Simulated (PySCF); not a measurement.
Ga(Cl)2(NH3) (Cl₂GaH₃N), SMILES [NH3]->[Ga]([Cl])[Cl] (connectivity only; charge and spin as stated), neutral, multiplicity 2.

The structure is a stationary point at PBE0-D3(BJ)/def2-SVP. The multiplicity is an assumed one; no other spin state was optimised. The isomer is the one that the SMILES or the coordinates give; other isomers of the formula were not compared.

All values below come from C-PCM-PBE0/def2-SVP run with PySCF 2.14.0.

The values are the electrostatic part of the solvation free energy, E(continuum) − E(gas) at the gas-phase geometry, in a cavity of scaled van der Waals radii (PySCF's table); cavitation and dispersion terms are not included. A continuum can't describe solvent molecules that bind to the metal. The dipole moment in vacuum is 5.98 D.

```tsv
solvent	ε	ΔG(elec) (kcal/mol)	dipole (D)
water	78.36	[?]	[?]
chloroform	4.71	-10.4	7.23
chlorobenzene	5.70	-11.0	7.31
```

Question: Fill in the missing entries. (The exact figures need the calculation; the answer reports its results.)

Answer: 
- water, ΔG(elec) (kcal/mol): -13.6
- water, dipole (D): 7.64
